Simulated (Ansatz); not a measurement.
Computed with Ansatz on PBE0-D4/def2-TZVP structures; ΔE is electronic, products minus reactants. CCSD(T)/CBS is the MP2 limit (def2-TZVPP, def2-QZVPP) plus CCSD(T) − MP2 in def2-TZVPP, frozen cores. Each species was taken in one conformer, which may not be the lowest.

Reaction (redistribution): `O=CS[SiH3]` + `BB(C)CC` → `CCB(C)[SiH3]` + `BSC=O`

```json
{"species": "`O=CS[SiH3]`", "HF/def2-QZVPP energy (Eh)": "-801.63122"}
{"species": "`BB(C)CC`", "HF/def2-QZVPP energy (Eh)": "-168.83327"}
{"species": "`CCB(C)[SiH3]`", "HF/def2-QZVPP energy (Eh)": "-433.69151"}
{"species": "`BSC=O`", "HF/def2-QZVPP energy (Eh)": "-536.77834"}
```

(1) Work out ΔE.

Largest T1 diagnostic among the species: 0.018.

## Answers

(1) ΔE = (-433.69151) + (-536.77834) − (-801.63122) − (-168.83327) = -0.00536 Eh = -0.15 eV. CCSD(T)/CBS gives -0.27 eV.

In def2-TZVPP, CCSD(T) changes the Hartree–Fock value by −0.15 eV (the triples alone add −0.03 eV) and MP2 by −0.13 eV.
